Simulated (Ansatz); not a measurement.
C3H5NOSi, SMILES O[Si@@H]1C=CC=N1.

Geometry: B3LYP-D3(BJ)/def2-SVP. The structure was generated by enumeration; whether it is a known compound was not checked. One conformer was computed; it need not be the lowest.

Two levels are set side by side: PBE/def2-TZVPD (Ansatz, a first-principles code) and CAM-B3LYP/def2-TZVPD (Ansatz). Energy differences of separate SCF runs at the same geometry; the states with an electron removed or added have multiplicity 2 and 2. Differences are taken from unrounded values.

```json
[
 {"quantity": "vertical ionisation energy (eV)", "CAM-B3LYP": "9.50", "PBE": "9.20", "PBE minus CAM-B3LYP": "-0.29"},
 {"quantity": "vertical electron affinity (eV)", "CAM-B3LYP": "0.35", "PBE": "0.49", "PBE minus CAM-B3LYP": "0.14"},
 {"quantity": "vertical singlet–triplet gap (eV)", "CAM-B3LYP": "3.03", "PBE": "2.80", "PBE minus CAM-B3LYP": "-0.23"}
]
```
